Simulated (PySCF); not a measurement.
`C[C@H]1[SiH2][C@H](F)[Si@H]1C#N`, C$_{4}$H$_{8}$FNSi$_{2}$

Geometry (Å), atoms numbered from 1 in this order:
```xyz
16

C    -1.588    1.244   -0.139
C    -0.766    0.174    0.574
Si   -0.618   -1.562   -0.270
C     1.299   -1.415    0.018
F     1.762   -2.277    1.014
Si    1.146    0.412    0.643
C     1.700    1.568   -0.714
N     2.019    2.280   -1.552
H    -1.547    2.189    0.401
H    -1.211    1.417   -1.144
H    -2.631    0.942   -0.213
H    -1.167    0.066    1.585
H    -0.950   -1.557   -1.694
H    -1.235   -2.674    0.445
H     1.951   -1.596   -0.839
H     1.829    0.798    1.874
```

Computed, not measured: PySCF 2.14.0, TDDFT BHandHLYP/def2-SVPD circular dichroism and optical rotation, one conformer, gas phase. Geometry: GFN2-xTB.

Draw the ECD and absorption spectra from the lowest 16 states, each a Gaussian of half-width 0.3 eV at 1/e height.


| E (eV) | λ (nm) | Δε (L mol⁻¹ cm⁻¹) | ε (L mol⁻¹ cm⁻¹) |
| --- | --- | --- | --- |
| 5.65 | 219 | -0.32 | 44.1 |
| 5.80 | 214 | -1.35 | 184 |
| 5.95 | 208 | -3.61 | 478 |
| 6.10 | 203 | -6.36 | 867 |
| 6.25 | 198 | -8.36 | 1550 |
| 6.40 | 194 | -10.39 | 3500 |
| 6.55 | 189 | -14.03 | 6940 |
| 6.70 | 185 | -17.17 | 9220 |
| 6.85 | 181 | -16.07 | 7780 |
| 7.00 | 177 | -11.35 | 4480 |
| 7.15 | 173 | -6.35 | 2590 |
| 7.30 | 170 | -3.11 | 2720 |
| 7.45 | 166 | -1.44 | 3370 |
| 7.60 | 163 | +0.82 | 3180 |
| 7.75 | 160 | +4.98 | 2330 |
| 7.90 | 157 | +11.03 | 1800 |
| 8.05 | 154 | +19.89 | 2200 |
| 8.20 | 151 | +31.90 | 3590 |

Δε uses R in velocity form, ε uses f in length form. Only the states computed contribute, so the short-wavelength end is incomplete.
